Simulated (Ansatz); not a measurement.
Cost and result for the atomization energy of ClH₃O₃Sn, SMILES `[OH][Sn]([OH])([OH])[Cl]` (8 atoms, 7 bonds).

Total charge 0; spin multiplicity 1. Correlated methods include outer-core shells of Sn, which these sets cover unevenly. Sn: def2 effective core potential. The structure was optimised at the PBE0-D4/def2-TZVP level. It is one conformer, not always the lowest. Program: Ansatz. All runs use 4 threads of an Arm Neoverse V2 on a shared host. Times are those of one run each, without the atoms' runs, and a repeat can differ threefold. Electronic energies, without spin–orbit coupling; frozen cores. CCSD(T)/CBS adds CCSD(T) − MP2 in def2-TZVPP to the MP2 limit, and its time is that of the two runs behind it. T1 = 0.014. With those shells the extrapolation isn't a true limit. B3LYP takes the VWN-RPA correlation (the form of Gaussian; ORCA's B3LYP/G). HSE06 is the plane-wave form, built on full-range PBE exchange.

CCSD(T)/CBS is a level of theory with its own doubt, some kJ/mol a heavy atom from the limit and from the frozen cores, so smaller differences don't rank the functionals.

```json
{"level": "LDA (SPW92)/def2-TZVPP", "functions": "227", "wall time": "1 s"}
{"level": "revPBE-D4/def2-TZVPP", "functions": "227", "wall time": "1.6 s"}
{"level": "BLYP-D4/def2-TZVPP", "functions": "227", "wall time": "1.6 s"}
{"level": "BHLYP-D4/def2-TZVPP", "functions": "227", "wall time": "2.5 s"}
{"level": "HSE06-D4/def2-TZVPP", "functions": "227", "wall time": "2.6 s"}
{"level": "CAM-B3LYP-D4/def2-TZVPP", "functions": "227", "wall time": "2.6 s"}
{"level": "B3LYP-D4/def2-TZVPP (with forces)", "functions": "227", "wall time": "3.3 s"}
{"level": "r2SCANh-D4/def2-TZVPP", "functions": "227", "wall time": "3.8 s"}
{"level": "CCSD(T)/def2-SVP", "functions": "101", "wall time": "5.5 s"}
{"level": "ωB97M-V/def2-TZVPP (with forces)", "functions": "227", "wall time": "9 s"}
{"level": "MP2/def2-QZVPP", "functions": "413", "wall time": "12 s"}
{"level": "CCSD(T)/def2-TZVPP", "functions": "227", "wall time": "2.6 min"}
{"level": "CCSD(T)/CBS(def2)", "functions": "–", "wall time": "2.8 min"}
```

Task: What atomization energy does each give, and how far from CCSD(T)/CBS? (An estimate is asked.)

Result: Computed: 
```tsv
level	atomization (kJ/mol)	difference from CCSD(T)/CBS	per bond
LDA (SPW92)/def2-TZVPP	3192.6	447.4	63.9
revPBE-D4/def2-TZVPP	2656.7	-88.5	-12.6
BLYP-D4/def2-TZVPP	2692.5	-52.7	-7.5
BHLYP-D4/def2-TZVPP	2514.0	-231.2	-33.0
HSE06-D4/def2-TZVPP	2652.3	-92.9	-13.3
CAM-B3LYP-D4/def2-TZVPP	2684.1	-61.1	-8.7
B3LYP-D4/def2-TZVPP (with forces)	2656.1	-89.1	-12.7
r2SCANh-D4/def2-TZVPP	2659.4	-85.8	-12.3
CCSD(T)/def2-SVP	2420.3	-324.9	-46.4
ωB97M-V/def2-TZVPP (with forces)	2697.4	-47.8	-6.8
MP2/def2-QZVPP	2794.5	49.3	7.0
CCSD(T)/def2-TZVPP	2622.9	-122.3	-17.5
CCSD(T)/CBS(def2)	2745.2	0.0	0.0
```

From BLYP to BHLYP (50 % exact exchange), in def2-TZVPP and without D4, the atomization energy moves by −165.4 kJ/mol: exact exchange takes away binding that semilocal exchange gives to molecules. At CCSD(T), def2-SVP lies −324.8 kJ/mol from the extrapolated value and def2-TZVPP −122.3 kJ/mol: correlation converges slowly with the basis, and small sets miss more of it in the bonded molecule than in its fragments. The D4 term adds +30.0 kJ/mol with B3LYP and +15.8 kJ/mol with PBE0; it sums over pairs of atoms, weighted by their polarisabilities, and B3LYP, whose exchange is more repulsive, gets the larger term.

Spin–orbit coupling would lower the free Sn atoms strongly, and the atomization energy with them, by more than many differences here. For some Ge, Se and Sn compounds the MP2-based and the directly extrapolated limit differ by 10 to 25 kJ/mol.
